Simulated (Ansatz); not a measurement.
C3H8OSi, SMILES `CC[Si]OC` from Hartree–Fock to CCSD(T)

```xyz
13

C    -1.631   -0.123   -0.236
C    -0.455   -0.433   -1.168
Si    0.665    1.110   -1.341
O     1.523    1.124    0.064
C     1.595    0.271    1.181
H    -2.166    0.781   -0.546
H    -2.363   -0.935   -0.219
H    -1.300    0.040    0.793
H    -0.831   -0.672   -2.169
H     0.091   -1.319   -0.823
H     1.150    0.767    2.047
H     1.078   -0.678    1.014
H     2.645    0.066    1.403
```

The species carries charge 0 and has multiplicity 1. All single points use the PBE0-D4/def2-TZVP geometry. It is one conformer, not always the lowest. Frozen core, restricted reference, Ansatz 0.2.0. CBS rows extrapolate triple and quadruple zeta; past MP2 they add the triple-zeta difference.

| basis | HF (Eh) | MP2 corr. | CCSD corr. | (T) | CCSD(T) total |
| --- | --- | --- | --- | --- | --- |
| def2-SVP | -481.80309 | ? | -0.75964 | ? | ? |
| def2-TZVPP | -482.13203 | -0.86851 | -0.91897 | -0.03650 | -483.08750 |
| def2-QZVPP | -482.15037 | -0.92846 | – | – | – |
| CBS(def2) | ? | -0.97288 | ? | as TZ | ? |

Q: Fill in the withheld values. (An estimate is asked.)

A: The calculation gave: def2-SVP MP2 corr.: -0.69791; def2-SVP (T): -0.02191; def2-SVP CCSD(T) total: -482.58464; CBS(def2) HF (Eh): -482.15290; CBS(def2) CCSD corr.: -1.02334; CBS(def2) CCSD(T) total: -483.21274.
